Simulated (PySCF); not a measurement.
Species: C₈H₇N₃Si.
Atom-mapped SMILES: `[CH:1]#[C:2][c:3]1[cH:4][cH:5][c:6]([SiH3:7])[c:8]2[nH:9][n:10][n:11][c:12]12`

Probes without a nucleus sit at each ring's centroid and 1 Å off its mean plane on both sides; NICS is minus the shielding there, NICSzz its component along the normal. Level: GIAO PBE0/pcSseg-1 (PySCF, non-relativistic, gas phase) on the GFN2-xTB geometry, one conformer.

Rings: 1. C3–C4–C5–C6–C8–C12; 2. C8–N9–N10–N11–C12.

```json
{"set": "P", "NICS(0)": "-13.1", "NICS(1), two faces": "-13.6 / -13.6", "NICS(1)zz, two faces": "-33.9 / -33.9"}
{"set": "Q", "NICS(0)": "-9.4", "NICS(1), two faces": "-11.5 / -11.5", "NICS(1)zz, two faces": "-27.5 / -27.5"}
```

Question: Which set (ppm) belongs to which ring?

Answer: P = 2, Q = 1.
- 1 (6-membered carbocycle; formal bonds all aromatic): mean NICS(1)zz -27.5 ppm, shielded. The ring is flat and has no four-coordinate atom; by the NICS criterion it is aromatic, though in fused rings the probe also feels the neighbouring ring.
- 2 (5-membered ring with 3 N; formal bonds all aromatic): mean NICS(1)zz -33.9 ppm, shielded. For a flat ring without four-coordinate atoms the NICS criterion counts such a value as aromatic, though in fused rings the probe also feels the neighbouring ring.

Question: How do the rings differ in shape?

Answer: 
```
ring                          bond lengths (Å)  rms pucker (Å)  HOMA  nearest outside atom to a NICS(1) probe (Å)
   1  1.388, 1.395, 1.387, 1.396, 1.417, 1.405            0.00  0.95                                hydrogen 2.64
   2         1.361, 1.342, 1.264, 1.362, 1.417            0.00  0.85                                hydrogen 2.35
```

HOMA = 1 − mean of α(R − Ropt)² over the ring bonds, with Krygowski's 1993 parameters (CC: Ropt 1.388 Å, α 257.7 Å⁻²; CN: Ropt 1.334 Å, α 93.52 Å⁻²; NN: Ropt 1.309 Å, α 130.33 Å⁻²).

Rough CPU time on one thread of a shared machine: about 2.9 min. This is the whole shielding run at PBE0/pcSseg-1, SCF included.
